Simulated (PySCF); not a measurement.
ClCu, charge -1, doublet, geometry from GFN2-xTB (such geometries of metal compounds can be far from the true shape) (the multiplicity is a formal guess) (a gas-phase anion, which may not be bound at this level); B3LYP/6-31G* (PySCF).

Here is a job for PySCF.
```python
from pyscf import gto, scf, dft

mol = gto.Mole()
mol.atom = '''
    Cu   -0.000000   -0.000000   -0.789398
    Cl    0.000000    0.000000    1.346620
'''
mol.basis = '6-31g*'
mol.charge = -1
mol.spin = 1
mol.verbose = 3
mol.build()

mf = dft.ROKS(mol)
mf.xc = 'b3lyp'
mf.kernel()
mf.analyze()
```

It wrote (shortened):

```
converged SCF energy = -2100.4854540847
**** MO energy ****
                Roothaan           | alpha              | beta
MO #1   energy= -322.768828467017  | -322.769036071071  | -322.768620862964  occ= 2
MO #2   energy= -101.281034091017  | -101.281329221149  | -101.280738960886  occ= 2
MO #3   energy= -38.5987559672856  | -38.6049015088412  | -38.5926104257283  occ= 2
MO #4   energy= -33.8169715390132  | -33.8261654279358  | -33.8077776500907  occ= 2
MO #5   energy= -33.799995056177   | -33.8029528910454  | -33.7970372213085  occ= 2
MO #6   energy= -33.7999936877227  | -33.8029511158206  | -33.7970362596248  occ= 2
MO #7   energy= -9.21401146227646  | -9.21430682923812  | -9.21371609531495  occ= 2
MO #8   energy= -6.97220331575126  | -6.9730584649852   | -6.97134816651748  occ= 2
MO #9   energy= -6.96982328523888  | -6.9699988316227   | -6.96964773885504  occ= 2
MO #10  energy= -6.96982328295066  | -6.96999882931525  | -6.96964773658607  occ= 2
MO #11  energy= -4.07052846861844  | -4.08430391638918  | -4.0567530208281   occ= 2
MO #12  energy= -2.58493568175625  | -2.60868781120396  | -2.56118355225299  occ= 2
MO #13  energy= -2.55284751068929  | -2.56285070889695  | -2.54284431248164  occ= 2
MO #14  energy= -2.55284537945609  | -2.56284725912682  | -2.54284349978537  occ= 2
MO #15  energy= -0.57092932160612  | -0.573038198285467 | -0.568820445021793 occ= 2
MO #16  energy= -0.153025248756649 | -0.159754144927786 | -0.146296360108018 occ= 2
MO #17  energy= -0.112136264557615 | -0.113436484269206 | -0.11083604484602  occ= 2
MO #18  energy= -0.112136062717148 | -0.113436283163898 | -0.110835842270396 occ= 2
MO #19  energy= -0.0341354795516011 | -0.0392159719964981 | -0.0290549871067047 occ= 2
MO #20  energy= -0.0341340440601098 | -0.0392147432906184 | -0.0290533448296035 occ= 2
MO #21  energy= -0.0191853736331833 | -0.0271763390277934 | -0.0111944082253251 occ= 2
MO #22  energy= -0.0191837546273863 | -0.0271771206871972 | -0.0111903885670761 occ= 2
MO #23  energy= -0.00570809574123965 | -0.0269815955894747 | 0.015565690380434  occ= 2
MO #24  energy= 0.0622322299836364 | -0.00433246269376751 | 0.128796632780663  occ= 1
MO #25  energy= 0.168269117856734  | 0.166009212710126  | 0.170529023003341  occ= 0
MO #26  energy= 0.168269198324486  | 0.16600928064964   | 0.170529115999325  occ= 0
MO #27  energy= 0.211370696219725  | 0.206985108431729  | 0.215756294693322  occ= 0
MO #28  energy= 0.316450930199984  | 0.311381917959736  | 0.321519945295882  occ= 0
MO #29  energy= 0.403187865285778  | 0.401519677464734  | 0.404856053106818  occ= 0
MO #30  energy= 0.403188226875274  | 0.401520046378118  | 0.404856407372409  occ= 0
MO #31  energy= 0.486880612020824  | 0.479281696494729  | 0.494479525161764  occ= 0
MO #32  energy= 0.637512968897628  | 0.635600030893894  | 0.639425907716078  occ= 0
 ** Mulliken atomic charges  **
charge of    0Cu =     -0.17780
charge of    1Cl =     -0.82220

WARN: System has nonzero charge -1; the dipole moment is origin-dependent.
Location of origin: [0. 0. 0.]

Dipole moment(X, Y, Z, Debye):  0.00000, -0.00000,  0.85826
```
